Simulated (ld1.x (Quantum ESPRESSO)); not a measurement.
# An all-electron radial function and its pseudo partner (Ag)

Columns: radius, all-electron u(r) and pseudo u(r) of the 4s shell (level -95.05 eV) of silver in the configuration [Ar] 3d10 4s2 4p6 4d10 5s1 5p0; PBE, scalar-relativistic, TM scheme, ld1.x (Quantum ESPRESSO) 7.5.

```csv
r (bohr),all-electron,pseudo
0.080,-0.4280,-0.0771
0.160,0.0330,-0.1600
0.240,0.6125,-0.2548
0.320,0.6147,-0.3675
0.400,0.2327,-0.5028
0.480,-0.2542,-0.6609
0.560,-0.6804,-0.8329
0.640,-0.9829,-0.9988
0.720,-1.1570,-1.1299
0.800,-1.2230,-1.2004
0.880,-1.2092,-1.2005
0.960,-1.1429,-1.1414
1.040,-1.0462,-1.0462
1.120,-0.9355,-0.9355
1.200,-0.8219,-0.8219
1.280,-0.7123,-0.7123
1.360,-0.6107,-0.6107
1.440,-0.5193,-0.5193
1.520,-0.4385,-0.4385
1.600,-0.3683,-0.3683
1.680,-0.3079,-0.3079
1.760,-0.2565,-0.2565
1.840,-0.2129,-0.2129
1.920,-0.1763,-0.1763
2.000,-0.1457,-0.1457
2.080,-0.1202,-0.1202
```

Problem. How many radial nodes do the two functions have?

Solution. The all-electron 4s function has n − l − 1 = 3 (the table is too coarse to show those close to the nucleus); the pseudo-wave has 0, since the states of the same l below it are removed with the core.

Problem. At about which radius was the pseudo-wave matched?

Solution. 1.10 bohr, where the columns begin to agree (steps of 0.08 bohr).

Problem. Where does each function peak?

Solution. Outermost all-electron maximum near 0.80 bohr, pseudo maximum near 0.88 bohr (to the table’s step).

Problem. Is the pseudo-wave norm-conserving?

Solution. Yes: the TM scheme keeps the norm inside the radius equal to the all-electron one, which fixes the energy derivative of the logarithmic derivative at the level.
